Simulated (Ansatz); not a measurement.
Isolated molecules relaxed with PBE0-D4/def2-TZVP in Ansatz; ΔE leaves out vibrations. CBS: MP2 limit from def2 TZ/QZ plus the TZ coupled-cluster correction, frozen cores. DFT in def2-TZVPP. HSE06 is defined as in plane-wave codes. def2 core potentials past Kr. For As, I, Sn outer-core shells are correlated without core-valence functions, which leaves a few kJ/mol of doubt a bond. Scalar relativity is left out up to krypton.

Reaction (cleavage of the Sn–As bond): `[F][SnH2][AsH2]` + HI → `[F][SnH2][I]` + `[AsH3]`

```csv
level,ΔE (kcal/mol),difference from CCSD(T)/CBS
LDA (SPW92),-10.8,2.4
PBE-D4,-11.3,1.9
B97M-V,-13.4,-0.2
PBE0-D4,-12.2,1.0
r2SCANh-D4,-13.0,0.2
HSE06-D4,-12.3,0.9
BHLYP-D4,-13.6,-0.4
B2PLYP,-12.7,0.5
revPBE,-11.7,1.5
PBE0,-12.4,0.8
BHLYP,-13.6,-0.4
MP2/def2-SVP,-14.5,-1.3
CCSD/def2-SVP,-13.8,-0.6
HF/def2-TZVPP,-16.1,-2.9
CCSD/def2-TZVPP,-12.1,1.1
HF/def2-QZVPP,-16.5,-3.3
CCSD(T)/CBS,-13.2,0
```

Largest T1 diagnostic among the species: 0.013.

Leaving LDA and LC-ωPBE aside and taking each functional with its dispersion term where it has one, the values, not all of them listed here, spread over 2.4 kcal/mol, from BHLYP-D4 to revPBE-D4. From BLYP to BHLYP (50 % exact exchange), in def2-TZVPP and without D4, ΔE moves by −2.0 kcal/mol. In def2-TZVPP, CCSD(T) changes the Hartree–Fock value by +4.3 kcal/mol (the triples alone add +0.3 kcal/mol) and MP2 by +3.5 kcal/mol.
